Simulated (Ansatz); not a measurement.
`B[SiH2]BO` + HCl → `B[SiH2]Cl` + `BO` at 700 K and 1 bar (cleavage of the Si–B bond).

Program: Ansatz. Geometries: PBE0-D4/def2-TZVP. ΔE: electronic, gas phase. CCSD(T)/CBS adds triple-zeta CCSD(T) − MP2 to the extrapolated MP2 energy (def2 sets, frozen cores). This one scheme is used for every species. One conformer a species, not always the lowest.

```tsv
species	CCSD(T)/CBS energy (Eh)	H − E (kJ/mol)	S (J/(mol·K))
`B[SiH2]BO`	-417.44038	245.9	452.3
HCl	-460.38127	38.4	211.8
`B[SiH2]Cl`	-776.05948	156.8	388.5
`BO`	-101.80414	126.4	277.4
```

H − E and S are ideal-gas, rigid-rotor, harmonic terms from PBE0-D4/def2-TZVP, for one conformer and one mirror image of each species. 1 Eh = 2625.50 kJ/mol, R = 8.31446 J/(mol·K).

Question: By hand: ΔE, ΔH, ΔS and ΔG.

Answer: ΔE = (-776.05948) + (-101.80414) − (-417.44038) − (-460.38127) = -0.04197 Eh = -110.2 kJ/mol. Δ(H − E) = 156.8 + 126.4 − 245.9 − 38.4 = -1.1, so ΔH = -111.3 kJ/mol. ΔS = 388.5 + 277.4 − 452.3 − 211.8 = 1.8 J/(mol·K). ΔG = -111.3 − 700 × (1.8)/1000 = -112.6 kJ/mol.

Question: By hand: the equilibrium constant, and the temperature at which ΔG would vanish if ΔH and ΔS stayed fixed.

Answer: log₁₀ K = −ΔG/(RT ln 10) = 8.4. ΔH and −TΔS have one sign here, so there is no such temperature.

The number of gas molecules stays the same, so ΔS is small and ΔH decides. A doubt of 5 kJ/mol in ΔE shifts log₁₀ K by 0.4 here. Other conformers and mirror images would add mixing entropy, several J/(mol·K) or more a flexible species. Modes under 60 cm⁻¹, often nearly free rotors, make the harmonic entropy too high. These are equilibria of isolated gas molecules and say nothing of rates. Largest T1 diagnostic: 0.016 (customary marks: 0.02 for closed shells, 0.045 for open ones).

ΔS is within the doubt of such terms, so its sign, and with it that verdict, could turn.
